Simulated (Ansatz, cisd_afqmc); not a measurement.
System: Zr, charge 0, triplet.

Total energies in def2-TZVPP, 4 correlated electrons, 4 frozen orbitals. Open shells are spin-unrestricted; no spin-orbit coupling. Correlated methods leave the cores frozen (noble-gas shells, and filled d and f shells in the p block). Past Kr the def2 sets carry scalar-relativistic core potentials. AFQMC/CISD: phaseless, guided by CISD from CCSD amplitudes; bars are statistical, one sigma. Outlying blocks are dropped, and bars are widened where a walk drifts. Over all cases where full CI ran beside it in this data, AFQMC minus full CI had a median of +0.1 mEh and passed +0.4 mEh in a tenth of the cases.

| method | program | energy (Eh) | minus CCSDTQ (mEh) |
|---|---|---|---|
| HF | Ansatz | -46.44455 | 61.32 |
| MP2 | Ansatz | -46.48925 | 16.62 |
| CCSD | Ansatz | -46.50163 | 4.25 |
| CCSD(T) | Ansatz | -46.50457 | 1.30 |
| CCSDT(Q) | Ansatz | -46.50583 | 0.04 |
| CCSDTQ | Ansatz | -46.50587 | 0.00 |
| AFQMC/CISD | cisd_afqmc | -46.5045 ± 0.0002 | 1.4 ± 0.2 |

Ansatz is a program for electronic structure.
